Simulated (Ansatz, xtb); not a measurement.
# C3H13PSi2: which of two isomers lies lower

Structure X: `CCC[SiH2]P[SiH3]`, a singlet. Structure Y: `CC[Si@H](P)C[SiH3]`, a singlet. Both are isolated molecules in the gas phase, relaxed with PBE-D3(BJ)/def2-SVP; each stands in its lowest conformer found.

Task: Estimate which is lower in electronic energy at CCSD(T)/def2-SVP + ΔMP2/def2-TZVPP, and by roughly how much.

Result: The CCSD(T)/def2-SVP + ΔMP2/def2-TZVPP calculation puts structure Y lower, by 3.9 kcal/mol.

How the difference moves with the method:

```tsv
level	geometry	E(Y) − E(X) (kcal/mol)	departure from the last row (kcal/mol)	job, with rough time for the two
GFN2-xTB	GFN2-xTB	+14.9	+18.8	optimisation, 0.47 s
HF/STO-3G	GFN2-xTB	−3.2	+0.7	single point, 0.52 s
r2SCAN-D4/def2-SVP	GFN2-xTB	−2.5	+1.4	single point, 5.5 s
PBE-D3(BJ)/def2-SVP	PBE-D3(BJ)/def2-SVP	−1.4	+2.6	optimisation, 42 s
HF/def2-SVP	PBE-D3(BJ)/def2-SVP	−2.7	+1.3	part of the CCSD(T) run
MP2/def2-SVP	PBE-D3(BJ)/def2-SVP	−2.4	+1.5	part of the CCSD(T) run
CCSD(T)/def2-SVP	PBE-D3(BJ)/def2-SVP	−1.9	+2.1	single point
CCSD(T)/def2-SVP + ΔMP2/def2-TZVPP	PBE-D3(BJ)/def2-SVP	−3.9		single point, 94 s
```

As drawn, Y has 2 C–Si, 1 P–H in place of 1 C–C, 1 P–Si, 1 Si–H.

GFN2-xTB puts the two in the other order. The largest departure from CCSD(T)/def2-SVP + ΔMP2/def2-TZVPP is that of GFN2-xTB, 18.8 kcal/mol. The last row adds to CCSD(T) the change of the MP2 difference between the two basis sets, here −2.1 kcal/mol.

With thermal terms from frequencies at re-optimised GFN2-xTB minima (ideal gas, soft modes damped towards free rotors, one conformer each, 298.15 K, 1 atm): the zero-point term adds −0.9 kcal/mol; ΔH is −4.6 and ΔG −5.1 kcal/mol.

The correlated steps freeze 18 core orbitals. Mirror images aren't counted in ΔG. Programs: Ansatz 0.2.0, xtb 6.7.1; the last row on 4 threads of Arm Neoverse V1 on a shared host.
